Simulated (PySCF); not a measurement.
# Charge on either side of a bond

Compound: CH7NO4Si2.
SMILES with atom numbers: `[NH2:1][C:2](=[O:3])[SiH2:4][O:5][SiH:6]([OH:7])[OH:8]` (hydrogens: H9, H10 on N1; H11, H12 on Si4; H13 on Si6; H14 on O7; H15 on O8)

Cartesian coordinates in Å at the GFN2-xTB level; atoms count from 1:
```
atom  x, y, z in Å
N1    -2.779    0.136    1.016
C2    -1.477    0.271    0.695
O3    -0.771    1.054    1.323
Si4   -0.810   -0.801   -0.763
O5     0.724   -0.475   -1.041
Si6    2.071    0.412   -0.654
O7     3.380   -0.521   -0.773
O8     1.893    0.980    0.837
H9    -3.168    0.681    1.772
H10   -3.378   -0.497    0.519
H11   -0.930   -2.205   -0.363
H12   -1.589   -0.454   -1.951
H13    2.213    1.375   -1.723
H14    3.633   -1.107   -0.063
H15    0.984    1.157    1.147
```

Atomic charges (e) from the PBE0/pcSseg-1 density (PySCF):

| atom | Mulliken | IAO | Hirshfeld | ESP-fitted |
| --- | --- | --- | --- | --- |
| N1 | -0.3663 | -0.4796 | -0.1606 | -0.8815 |
| C2 | +0.1614 | +0.1737 | +0.0922 | +0.4925 |
| O3 | -0.4819 | -0.4802 | -0.2383 | -0.4880 |
| Si4 | +0.8424 | +0.9764 | +0.4037 | +0.5056 |
| O5 | -0.7257 | -0.8840 | -0.3055 | -0.4919 |
| Si6 | +1.1523 | +1.4860 | +0.5027 | +1.0017 |
| O7 | -0.5413 | -0.7902 | -0.3085 | -0.7210 |
| O8 | -0.5705 | -0.8184 | -0.3322 | -0.7123 |
| H9 | +0.1985 | +0.2858 | +0.1462 | +0.4245 |
| H10 | +0.2053 | +0.2805 | +0.1452 | +0.3907 |
| H11 | -0.1102 | -0.1436 | -0.0785 | -0.1057 |
| H12 | -0.1083 | -0.1435 | -0.0778 | -0.1107 |
| H13 | -0.1804 | -0.1914 | -0.0853 | -0.1540 |
| H14 | +0.2473 | +0.3680 | +0.1825 | +0.4505 |
| H15 | +0.2774 | +0.3606 | +0.1142 | +0.3995 |

Question: Cut each of the bonds N1–C2, C2–Si4, O5–Si4, Si6–O5 and O7–Si6 in turn and sum the charges on the side of the atom named first.

Answer: In e; the other side holds the opposite charge:

```csv
bond cut,piece,atoms,Mulliken,IAO,Hirshfeld,ESP-fitted
N1–C2,NH2,3,+0.038,+0.087,+0.131,-0.066
C2–Si4,CH2NO,5,-0.283,-0.220,-0.015,-0.062
O5–Si4,SiO3H3,7,-0.341,-0.469,-0.232,-0.227
Si6–O5,SiO2H3,6,+0.385,+0.415,+0.073,+0.264
O7–Si6,OH,2,-0.294,-0.422,-0.126,-0.270
```

Extremes among these pieces. Mulliken: lowest SiO3H3 at O5, highest SiO2H3 at Si6; IAO: lowest SiO3H3 at O5, highest SiO2H3 at Si6; Hirshfeld: lowest SiO3H3 at O5, highest NH2 at N1; ESP-fitted: lowest OH at O7, highest SiO2H3 at Si6.

Question: Do the schemes agree better on the pieces than on the single atoms at the cuts?

Answer: The spread between schemes averages 0.269 e for the pieces and 0.633 e for the atoms named first; it is smaller for the piece at 5 of the 5 cuts. On average they agree better on the pieces. The sign differs between schemes (beyond ±0.03 e) for NH2 at N1.

The structure is a single GFN2-xTB conformer in the gas phase; no vibrational or solvent corrections.

These values come from a run that also computed NMR shieldings. Time: 30 s of wall time; peak memory 0.89 GiB. Hardware: one thread, Arm Neoverse V1 (aarch64), on a shared host.
